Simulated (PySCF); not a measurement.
Run record: excited-state job, `s1cc(S[SiH3])[n+](c1)C`.

Computed with TDDFT B3LYP/def2-SVPD, vertical, gas phase, core orbitals frozen in the response (PySCF 2.14.0, density-fitted response routines). Geometry: GFN2-xTB. The input is one job of a driver script: a line of settings, then coordinates in Å.

Input:
```
{"job": {"kind": "uv", "xc": "B3LYP", "basis": "def2-SVPD", "nstates": 8, "ntriplets": 3}, "charge": 1, "multiplicity": 1}
C     -1.692026     1.558559    -0.445094
N     -1.345746     0.208832    -0.088305
C     -2.226913    -0.751989     0.134452
S     -1.524927    -2.227129     0.534309
C      0.034000    -1.525942     0.395759
C     -0.037087    -0.203451     0.053397
S      1.222428     0.953509    -0.208975
Si     3.120434    -0.139457     0.112856
H     -1.237270     1.812780    -1.403765
H     -1.298136     2.248494     0.302773
H     -2.771953     1.662259    -0.509388
H     -3.287966    -0.597158     0.066242
H      0.914216    -2.109342     0.570846
H      3.057709    -1.208941    -0.874442
H      4.054968     0.936850    -0.139724
H      3.010668    -0.608929     1.487649
```

Task: What does the run print?

Result: 
```
coarse grid: 15240 points
cycle   1  E = -1297.0219707882  dE =  1.500e+00  |g| = 3.669e-01  |ddm| = 7.106e+00
cycle   2  E = -1296.9597153089  dE =  6.226e-02  |g| = 6.194e-01  |ddm| = 1.984e+00
cycle   3  E = -1297.0568929737  dE = -9.718e-02  |g| = 1.245e-01  |ddm| = 1.119e+00
cycle   4  E = -1297.0605454584  dE = -3.652e-03  |g| = 5.226e-02  |ddm| = 2.865e-01
cycle   5  E = -1297.0613640971  dE = -8.186e-04  |g| = 1.207e-02  |ddm| = 1.221e-01
cycle   6  E = -1297.0613989097  dE = -3.481e-05  |g| = 5.325e-03  |ddm| = 3.220e-02
cycle   7  E = -1297.0614067331  dE = -7.823e-06  |g| = 1.202e-03  |ddm| = 1.025e-02
final grid: 134224 points
cycle   8  E = -1297.2053059405  dE = -3.607e-05  |g| = 5.429e-03  |ddm| = 1.400e-01
cycle   9  E = -1297.2052893084  dE =  1.663e-05  |g| = 9.612e-03  |ddm| = 2.425e-02
cycle  10  E = -1297.2053133847  dE = -2.408e-05  |g| = 1.324e-03  |ddm| = 1.594e-02
cycle  11  E = -1297.2053138111  dE = -4.264e-07  |g| = 2.840e-04  |ddm| = 2.255e-03
cycle  12  E = -1297.2053138280  dE = -1.683e-08  |g| = 1.249e-04  |ddm| = 6.572e-04
cycle  13  E = -1297.2053138316  dE = -3.628e-09  |g| = 4.086e-05  |ddm| = 2.612e-04
cycle  14  E = -1297.2053138320  dE = -4.043e-10  |g| = 2.042e-05  |ddm| = 1.013e-04
converged SCF energy = -1297.2053138320

Static polarisability (au): isotropic 113.813, principal 74.491 118.495 148.453

Singlet excitations
state   eV       nm        f      main configurations
  1   3.7308    332.3   0.02161   H->L 0.98
  2   5.2605    235.7   0.00023   H->L+2 0.97
  3   5.5058    225.2   0.00398   H-1->L 0.97
  4   5.5132    224.9   0.22274   H->L+1 0.92
  5   5.5545    223.2   0.00426   H->L+3 0.97
  6   6.0385    205.3   0.07270   H-2->L 0.90
  7   6.1130    202.8   0.00015   H->L+4 0.94
  8   6.4171    193.2   0.16652   H-3->L 0.81

Triplet excitations (Tamm-Dancoff, eV): 2.9031 4.2638 4.7422
```

The SCF starts on a coarse grid where the log names one; the energy can jump when the final grid takes over, and dE then counts from the start density on the new grid. H and L stand for HOMO and LUMO; the number after each pair is its weight.

Task: How does the lowest singlet excitation compare with the HOMO–LUMO gap?

Result: HOMO -10.71 eV and LUMO -6.40 eV give a gap of 4.31 eV; S1 at 3.73 eV lies 0.58 eV below it.

Summary of the converged run: HOMO -10.71 eV, LUMO -6.40 eV; lowest singlet 3.73 eV; lowest triplet 2.90 eV (Tamm–Dancoff); mean polarisability 113.8 au.

Task: How long does this job take on one thread of an Arm Neoverse V2 (shared host)?

Result: About 52 s.

One conformer stands for the species.
Labels such as C1 count atoms from 1, the log's own numbers from 0.
